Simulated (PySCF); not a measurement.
Correlation energy of Ga (gallium, neutral)

[Ar] 3d10 4s2 4p1, 2P determinant. Calculation: PySCF 2.14, in pcseg-2 (6s5p3d1f, 43 functions); the non-relativistic Hamiltonian (point nucleus). Frozen: [Ar] 3d10; 3 electrons correlated.

MP2 pair energies summed by pair of shells (mhartree):

```json
{"pair": "4s-4s", "energy": "-19.85", "share (%)": "58.9"}
{"pair": "4s-4p", "energy": "-13.83", "share (%)": "41.1"}
```

Total MP2 correlation energy: -33.68 mhartree.

Same-spin part -2.47 and opposite-spin part -31.21 mhartree; SCS-MP2 scales them by 1/3 and 6/5 to -38.28 mhartree.

```
  level  correlation energy (mhartree)
   CCSD                         -46.77
    (T)                          -0.85
CCSD(T)                         -47.62
```

Diagnostics: T1 = 0.013, D1 = 0.0296, largest double amplitude 0.080.

Cost of the coupled-cluster step: 0.35 s of wall time on 1 thread of Neoverse-V1 (shared host), for 3 correlated electrons.
